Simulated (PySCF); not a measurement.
C2H3Cl2Ga (SMILES C=[CH][Ga]([Cl])[Cl]), singlet, at a GFN2-xTB geometry (such geometries of metal compounds can be far from the true shape).

Here is a job for PySCF.
```python
from pyscf import gto, scf, dft

mol = gto.Mole()
mol.atom = '''
    Ga   -0.03774659   -0.10467273    0.04952231
    Cl   -0.53437528   -1.12540139    1.81455023
    Cl    0.57078190    1.89644321    0.23092588
    C    -0.13235171   -0.99024645   -1.77323250
    C     0.18961438   -0.31112588   -2.86321791
    H    -0.45199407   -2.02737021   -1.82477109
    H     0.15132181   -0.74984954   -3.85177266
    H     0.50832805    0.72259723   -2.81303925
'''
mol.basis = 'pcseg-0'
mol.verbose = 4
mol.max_memory = 1800
mol.build()

mf = dft.RKS(mol)
mf.xc = 'pbe'
mf = mf.density_fit(auxbasis='def2-universal-jkfit')
mf.kernel()
```

Q: Give the number of basis functions at the level DF-PBE/pcseg-0 run with PySCF.

A: 72

Q: What nuclear repulsion energy does DF-PBE/pcseg-0 give?

A: 502.1461 Eh

Q: What HOMO-LUMO gap does DF-PBE/pcseg-0 give?

A: 4.92 eV

Q: What is the computed HOMO energy (DF-PBE/pcseg-0)?

A: -7.52 eV

Q: Predict the total energy from DF-PBE/pcseg-0.

A: -2918.9281 Eh
